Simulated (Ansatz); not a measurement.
Two isomers of C2H7AlO2: A = `CO[CH2][AlH][OH]`, B = `C[O][Al]([CH3])[OH]`.

Gas-phase electronic energies from Ansatz, PBE0-D4/def2-TZVP geometries. CCSD(T)/CBS is the MP2 limit (def2-TZVPP, def2-QZVPP) plus CCSD(T) − MP2 in def2-TZVPP, frozen cores. Functionals use def2-TZVPP. One conformer a species, not always the lowest.

(1) Which is lower in electronic energy at CCSD(T)/CBS, and by how much? (Estimate.)

(2) Give E(B) − E(A) in kJ/mol with r2SCAN-D4, B2PLYP, CCSD(T)/def2-SVP, ωB97M-V, CCSD/def2-TZVPP, LDA (SPW92), BLYP-D4. (Best estimate.)

(3) Does the order hold for the free energy at 298.15 K (harmonic terms from PBE0-D4)? (Best estimate.)

Largest T1 diagnostic: 0.012.

Answers

(1) Computed: B, by 246.4 kJ/mol.

(2) Computed: r2SCAN-D4 -244.7, B2PLYP -247.7, CCSD(T)/def2-SVP -232.9, ωB97M-V -240.9, CCSD/def2-TZVPP -246.4, LDA (SPW92) -225.4, BLYP-D4 -234.4. None reverses the order clearly.

(3) Ansatz gave: Yes: G(B) − G(A) = -248.0 kJ/mol, for one conformer each. Modes under 60 cm⁻¹, often nearly free rotors, make the harmonic entropy too high.

Leaving LDA and LC-ωPBE aside and taking each functional with its dispersion term where it has one, the values, not all of them listed here, spread over 22.8 kJ/mol, from r2SCAN0-D4 to revPBE-D4. LDA lies +5.4 kJ/mol from PBE without D4. From PBE to PBE0 (25 % exact exchange), in def2-TZVPP and without D4, E(B) − E(A) moves by −7.1 kJ/mol.
